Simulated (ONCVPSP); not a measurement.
# Before and after: ONCV potential for ruthenium (Ru)

ruthenium (Ru), optimised norm-conserving Vanderbilt (ONCV), made with ONCVPSP 4.0.1 (PBE, scalar-relativistic). Core [Ar] 3d10, reference 4s2 4p6 4d7.5 5s0.5. Waves: 4s+5s: rc 1.80 bohr, ncon 4, nbas 7, qcut 5.4 1/bohr, 2 projectors; 4p: rc 1.55 bohr, ncon 4, nbas 8, qcut 8.2 1/bohr, 3 projectors, debl 2.4 Ha; 4d: rc 1.70 bohr, ncon 4, nbas 9, qcut 9.1 1/bohr, 2 projectors, debl 3.1 Ha. Local part: polynomial inside 1.00 bohr (lpopt 4, dvloc0 0 Ha). Core correction: none.

All-electron outer shells of the reference configuration (PBE, scalar-relativistic, ld1.x):

| shell | level (eV) | outermost node (bohr) | outermost maximum (bohr) |
| --- | --- | --- | --- |
| 3d | -271.56 | – | 0.30 |
| 4s | -74.90 | 0.48 | 0.92 |
| 4p | -45.01 | 0.49 | 0.98 |
| 4d | -4.12 | 0.48 | 1.23 |
| 5s | -3.80 | 1.24 | 2.80 |

Change: s: rc 1.54.

Cutoffs: the cutoffs (Ha) at which the residual kinetic energy of the hardest occupied pseudo-wave falls to 1 and 0.1 mHa per electron; they do not see the model core or the augmentation charge, which bear on the density cutoff. Errors are all-electron minus pseudo energies relative to the spin-unpolarised reference configuration.

Problem. What does the change do?

Solution. The potential gets harder (25 Ha and 30 Ha → 31 Ha and 52 Ha); the errors of the 4 common tests hardly move; neither file shows a bound ghost. A smaller radius makes the pseudo-wave follow the all-electron one further in, where it bends more sharply, so more plane waves are needed.

| quantity | base | changed |
| --- | --- | --- |
| cutoff, loose | 25 Ha | 31 Ha |
| cutoff, tight | 30 Ha | 52 Ha |
| loose cutoff by channel | s 11 Ha, p 19 Ha, d 25 Ha | s 31 Ha, p 19 Ha, d 25 Ha |
| bound ghosts | none | none |
| GHOST(+) flags under 300 eV | s at 137.8 eV | s at 194.0 eV |
| error for 4s2 4p6 4d7 5s1, meV [ΔE 0.32 eV] | +0.3 | +0.5 |
| error for 4s2 4p6 4d7 5s0, meV [ΔE 7.61 eV] | -0.5 | -0.5 |
| error for 4s2 4p6 4d6 5s0, meV [ΔE 25.80 eV] | -1.1 | -1.2 |
| error for 4s2 4p6 4d7 5s0.5, meV [ΔE 3.18 eV] | +0.2 | +0.2 |
| p: phases at 1.57 bohr within 0.05 rad from the reference energy up to (Ha; the scan ends near 5) | to the end of the scan | to the end of the scan |
| d: phases at 1.72 bohr within 0.05 rad from the reference energy up to (Ha; the scan ends near 5) | to the end of the scan | to the end of the scan |
